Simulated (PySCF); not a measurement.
Static response to an electric field

C6H8GeOSi.
Atom-mapped SMILES: `[GeH3:1][C:2]#[C:3][SiH2:4][c:5]1[cH:6][cH:7][cH:8][o:9]1` (hydrogens: H10, H11, H12 on Ge1; H13, H14 on Si4; H15 on C6; H16 on C7; H17 on C8)

Structure used (PBE0-D3(BJ)/def2-SVP), in Å, numbered top down from 1:
```
atom  x, y, z in Å
Ge1    3.9979   -0.2475   -0.5622
C2     2.4421    0.2169    0.4306
C3     1.4463    0.5287    1.0701
Si4   -0.0689    0.9790    2.0024
C5    -1.5047    0.2422    1.0720
C6    -1.5692   -0.5495   -0.0458
C7    -2.9512   -0.8127   -0.2836
C8    -3.6257   -0.1617    0.7076
O9    -2.7694    0.4735    1.5246
H10    4.7473   -1.3591    0.1853
H11    3.5631   -0.7407   -1.9496
H12    4.8846    0.9983   -0.6955
H13   -0.1851    2.4643    2.0861
H14    0.0166    0.4335    3.3890
H15   -0.7160   -0.8969   -0.6253
H16   -3.3874   -1.4061   -1.0841
H17   -4.6819   -0.0650    0.9479
```

Level: CAM-B3LYP/def2-SVPD (PySCF), static field, nuclei fixed, core orbitals frozen in the response. The polarisability tensor in these axes (au):

```
x   169.59  -0.56 -12.45
y    -0.56 101.30  17.03
z   -12.45  17.03 117.33
```

Task: Diagonalise the tensor; give its mean and Δα, where Δα² is half the sum of the squared differences of the eigenvalues.

Result: Principal values 89.99, 125.55 and 172.69 au; mean 129.41 au = 19.18 Å³ = 21.34 × 10⁻⁴⁰ C²·m²/J; Δα = 71.85 au (56 % of the mean).

Task: What is the dipole moment, and where does it point?

Result: (0.11, -0.73, -1.11) D, 1.34 D in size, pointing from the negative to the positive side. Measured along this direction, the outermost atoms are H13 and H14 at the negative end and H11 at the positive end.

Task: Find the Langevin capture rate constant for NO+ (29.998 u) meeting this molecule (197.956 u), k = 2.342 × 10⁻⁹ cm³/s × √(α in Å³ / reduced mass in u).

Result: The reduced mass is 26.05 u, so k = 2.01 × 10⁻⁹ cm³/s. The formula leaves out the permanent dipole, which adds to the capture rate.

Task: Traceless (Buckingham) quadrupole moment about the centre of nuclear charge: eigenvalues?

Result: -8.84, -1.92, 10.76 D·Å. The values depend on the origin, since the dipole doesn't vanish. The electronic extent ⟨r²⟩ about the same centre is 3594 bohr², a root-mean-square distance of 3.20 Å for the 98 electrons.

Task: What would n − 1 = 2πNα be for an ideal gas of these molecules at 298.15 K and 1 atm, electronic part alone?

Result: N = p/kT = 2.4615 × 10¹⁹ cm⁻³, so n − 1 = 2π × N × 19.18 × 10⁻²⁴ cm³ = 2966 × 10⁻⁶ at long wavelengths.

Task: Molar refractivity from α?

Result: Lorentz–Lorenz: R = (4π/3)N_A α = 2.5225 cm³/(mol·Å³) × 19.18 Å³ = 48.4 cm³/mol, in the limit of long wavelengths.

Task: In a dilute gas of rigid molecules at 350 K, how does the orientational term μ²/3kT compare with the electronic polarisability?

Result: In Gaussian units μ²/3kT = 12.34 Å³ against 19.18 Å³, a ratio of 0.64; the Debye molar polarisation (4π/3)N_A(α + μ²/3kT) is 79.5 cm³/mol, leaving out the vibrational part.

The structure is a single PBE0-D3(BJ)/def2-SVP conformer in the gas phase; no vibrational or solvent corrections. The calculation is non-relativistic, for germanium too.
